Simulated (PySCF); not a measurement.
The numbers are results of PySCF with B3LYP-D3(BJ)/def2-TZVP, not measurements. Isolated molecules, 0 K electronic values unless said otherwise. B3LYP has the VWN-RPA correlation part, as in Gaussian. Excitations are Tamm–Dancoff values on a coarser integration grid. The basis has no diffuse functions, so Rydberg states are missing or too high.

Reference species (SMILES): `[SiH3]C=C` (neutral, multiplicity 1).

```yaml
brightest of the four lowest singlets (TDA): 7.47 eV
HOMO: -7.76 eV
dipole_moment: 0.73 D
```

Changed species: `[SiH2]1CC1`.

Predict the effect on the brightest of the four lowest singlets (TDA), HOMO and dipole moment.

the brightest of the four lowest singlets (TDA) falls by 1.05 eV, to 6.42 eV; the HOMO increases by 1.03 eV, to -6.73 eV; the dipole moment falls by 0.68 D, to 0.05 D.
